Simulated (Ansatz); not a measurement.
Compare A (`CC(N)([SiH3])S`) with its isomer B (`CNCS[SiH3]`).

Computed with Ansatz on PBE0-D4/def2-TZVP structures; ΔE is electronic, products minus reactants. CBS: MP2 limit from def2 TZ/QZ plus the TZ coupled-cluster correction, frozen cores. DFT in def2-TZVPP. B3LYP here is the variant with VWN-RPA as its local correlation; programs differ in this. Each species was taken in one conformer, which may not be the lowest.

(1) Which is lower in electronic energy at CCSD(T)/CBS, and by how much? (Best estimate.)

(2) Give E(B) − E(A) in kcal/mol with ωB97M-V, B3LYP-D4, B2PLYP, B3LYP, HF/def2-TZVPP, PBE0-D4, MP2/def2-TZVPP. (Best estimate.)

Largest T1 diagnostic: 0.011.

Answers

(1) Computed: B, by 6.7 kcal/mol.

(2) Ansatz gave: ωB97M-V -6.7, B3LYP-D4 -8.3, B2PLYP -8.7, B3LYP -10.3, HF/def2-TZVPP -11.7, PBE0-D4 -8.3, MP2/def2-TZVPP -6.0. None reverses the order clearly.

The D4 term adds +1.9 kcal/mol with B3LYP and +1.0 kcal/mol with PBE0; it sums over pairs of atoms, weighted by their polarisabilities, and B3LYP, whose exchange is more repulsive, gets the larger term. In def2-TZVPP, CCSD(T) changes the Hartree–Fock value by +5.2 kcal/mol (the triples alone add +0.5 kcal/mol) and MP2 by +5.6 kcal/mol.
